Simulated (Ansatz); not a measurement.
Computed with Ansatz on PBE0-D4/def2-TZVP structures; ΔE is electronic, products minus reactants. CCSD(T)/CBS is the MP2 limit (def2-TZVPP, def2-QZVPP) plus CCSD(T) − MP2 in def2-TZVPP, frozen cores. This one scheme is used for every species. Functionals use def2-TZVPP. For Se outer-core shells are correlated without core-valence functions, which leaves a few kJ/mol of doubt a bond. Scalar relativity is left out up to krypton. One conformer a species, not always the lowest.

`NCBO` + `[F][Al]([F])[SeH]` → `NCB(O)[SeH]` + `[F][AlH][F]`  (redistribution)

```tsv
level	ΔE (eV)
PBE0	0.75
CCSD/CBS(def2)	0.75
```

Task: What does CCSD(T)/CBS give? (Estimate.)

Result: Ansatz gave: +0.73 eV. The listed levels differ from it by 0.02, 0.02 eV.

Largest T1 diagnostic among the species: 0.013.

In def2-TZVPP, CCSD(T) changes the Hartree–Fock value by −0.09 eV (the triples alone add −0.02 eV) and MP2 by −0.10 eV. From PBE to PBE0 (25 % exact exchange), in def2-TZVPP and without D4, ΔE moves by +0.05 eV. The D4 term adds −0.04 eV with B3LYP and −0.03 eV with PBE0; it sums over pairs of atoms, weighted by their polarisabilities, and B3LYP, whose exchange is more repulsive, gets the larger term.

B3LYP here is the variant with VWN-RPA as its local correlation; programs differ in this.
